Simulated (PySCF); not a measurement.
# How methods differ on the excitation energy of S

S [Ne] 3s2 3p4 (3P) → S [Ne] 3s1 3p5 (3P), as a difference of total energies. Calculation: PySCF 2.14, in x2c-TZVPPall (5s5p3d1f, 42 functions); the spin-free X2C one-electron Hamiltonian (Gaussian nucleus). Correlated levels: valence: [Ne] frozen; valence and next inner shell: 1s2 frozen. The calculations carry no spin-orbit coupling.

| method | excitation energy (eV) |
| --- | --- |
| UHF | 11.609 |
| LDA | 10.023 |
| PBE | 10.058 |
| r2SCAN | 10.222 |
| wB97X-V | 10.689 |
| B97-3 | 10.528 |
| r2SCANh | 10.355 |
| ROHF | 11.642 |
| MP2 (valence) | 10.540 |
| SCS-MP2 (valence) | 10.417 |
| MP2 (valence and next inner shell) | 10.540 |
| SCS-MP2 (valence and next inner shell) | 10.416 |

Task: Estimate what PBE0 gives.

Result: 10.490 eV, closest to B97-3 among the rows shown.

Task: Estimate what revPBE gives.

Result: 10.019 eV, closest to LDA among the rows shown.

Errors of the correlated levels include the incompleteness of this basis and the frozen core.

The upper state lies above the first ionisation limit, where it may autoionise and the basis confines it.

Every method misses the reference by a wide margin, which points to the basis or the choice of state and not to the methods.

For comparison: 8.928 eV (measured; NIST levels, between the centres of gravity of the two terms).
